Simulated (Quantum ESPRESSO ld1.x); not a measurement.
Question: Neutral platinum, configuration [Xe] 4f14 5d9 5f1 (not the ground configuration). Calculated with ld1.x of Quantum ESPRESSO 7.5: Dirac Kohn-Sham, PBE, spin-unpolarised, spherical densities, point nucleus; open shells fill j = l - 1/2 first. Some entries of the table are withheld. Estimate them.

| orbital | occ. | eigenvalue (eV) | <r> (bohr) |
|---|---|---|---|
| 1s1/2 | 2 | -78321.044 | 0.01714 |
| 2s1/2 | 2 | -13753.076 | 0.07168 |
| 2p1/2 | 2 | -13179.713 | 0.05906 |
| 2p3/2 | 4 | -11450.473 | 0.06749 |
| 3s1/2 | 2 | -3235.017 | 0.1865 |
| 3p1/2 | 2 | -2978.119 | (1) |
| 3p3/2 | 4 | -2597.985 | (2) |
| 3d3/2 | 4 | -2171.113 | 0.1676 |
| 3d5/2 | 6 | -2089.200 | 0.1723 |
| 4s1/2 | 2 | -700.124 | 0.4149 |
| 4p1/2 | 2 | (3) | (4) |
| 4p3/2 | 4 | (5) | (6) |
| 4d3/2 | 4 | (7) | (8) |
| 4d5/2 | 6 | (9) | (10) |
| 5s1/2 | 2 | -107.991 | 0.9540 |
| 4f5/2 | 6 | -78.162 | 0.5127 |
| 4f7/2 | 8 | -74.709 | 0.5200 |
| 5p1/2 | 2 | -73.341 | 1.036 |
| 5p3/2 | 4 | -58.459 | 1.137 |
| 5d3/2 | 4 | -13.380 | 1.607 |
| 5d5/2 | 5 | -12.013 | 1.679 |
| 5f5/2 | 1 | -0.435 | 17.38 |
| 5f7/2 | 0 | -0.435 | 17.38 |

Answer: 
(1) 3p1/2 <r> (bohr): 0.1768
(2) 3p3/2 <r> (bohr): 0.1923
(3) 4p1/2 eigenvalue (eV): -591.198
(4) 4p1/2 <r> (bohr): 0.4179
(5) 4p3/2 eigenvalue (eV): -500.672
(6) 4p3/2 <r> (bohr): 0.4518
(7) 4d3/2 eigenvalue (eV): -322.515
(8) 4d3/2 <r> (bohr): 0.4617
(9) 4d5/2 eigenvalue (eV): -305.683
(10) 4d5/2 <r> (bohr): 0.4729
